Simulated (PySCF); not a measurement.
**Spinor energies of Si⁴⁺ (silicon, charge +4)**

Start: [Ne]. Calculated with PySCF 2.14 in x2c-TZVPall-2c: generalised Hartree-Fock with the X2C-1e Hamiltonian and a Gaussian nucleus; one run each with spin-orbit coupling (SO) switched off, then screened by Boettger's factors.

```tsv
spinor shell	electrons	ε, spin-free (eV)	ε, screened SO (eV)	weight of nominal j (screened SO)	rms radius, screened SO (bohr)
1s1/2	2	-1931.7	-1931.7	1.000	0.129
2s1/2	2	-220.50	-220.50	1.000	0.611
2p1/2	2	-168.54	-169.01	1.000	0.591
```

(1) Where does 2p3/2 lie, and what is the 2p spin-orbit splitting (screened SO)?

```
   quantity   spin-free  screened SO
E (hartree)  -285.77217   -285.77242
        M_J           0            0
       ⟨J²⟩       0.000        0.000
       ⟨L²⟩       0.000        0.000
       ⟨S²⟩       0.000        0.000
```

Without spin-orbit coupling the j labels of p, d and f shells carry no meaning; the spin-free column gives the mean over the occupied spinors of each nl shell.

## Answers

(1) At -168.31 eV, 0.702 eV above 2p1/2.
